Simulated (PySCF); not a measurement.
# Assignment exercise: C$_{5}$H$_{8}$NPSi

Bonds (- single, = double, # triple, : aromatic): C1-C2, C2:C3, C3:C4, C4:P5, P5:C6, C6-Si7, C6:N8, N8:C2. C1 carries H9, H10, H11; C3 carries H12; C4 carries H13; Si7 carries H14, H15, H16.

- shielding tensors at PBE0/pcSseg-1 (GIAO)
- structure optimised with GFN2-xTB
- run in PySCF 2.14
- relativity neglected, a single conformation, no solvent model, rapidly exchanging positions averaged

Chemical shifts δ = σref − σ; 13C (186.93 ppm), 1H (31.72 ppm) vs TMS, all at this level.

Question: Assign these signals to the numbered atoms. 13C{1H} NMR (computed): δ 212.2, 173.8, 158.4, 125.3, 30.5.

Answer: 
| δ (ppm) | atoms | environment | reason |
| --- | --- | --- | --- |
| 212.2 | C6 | substituted aromatic carbon next to a ring nitrogen | – |
| 173.8 | C4 | aromatic CH | – |
| 158.4 | C2 | substituted aromatic carbon next to a ring nitrogen | – |
| 125.3 | C3 | aromatic CH | – |
| 30.5 | C1 | methyl carbon on an aromatic ring | saturated and bonded to C and H only |

Question: Assign these signals to the numbered atoms. 1H NMR (400 MHz, computed): δ 9.66 (m, 1H), 7.56 (m, 1H), 4.83 (m, 3H), 2.95 (s, 3H).

Answer: 
```tsv
δ (ppm)	atoms	environment	reason
9.66	H13	hydrogen on an aromatic CH	ring-current deshielding
7.56	H12	hydrogen on an aromatic CH	–
4.83	H14/H15/H16	hydrogen on a silicon bonded to C	–
2.95	H9/H10/H11	hydrogen on a methyl carbon on an aromatic ring	benzylic-type position, deshielded by the ring
```

Splittings by 31P in the carbon and heteronuclear signals aren't shown, as no couplings were computed. Shifts are as computed. Against solution values, carbons near 30 ppm lie about +3 ppm off and those near 130 ppm about +5 ppm. Of 1211 compounds with measured shifts, 218 miss one by over three times the rms of a fit or turn the order of signals round; such compounds aren't used in these exercises. Multiplicities follow the n + 1 count of equivalent neighbours, as no J values were calculated; m marks all less simple cases, F and P coupling included.
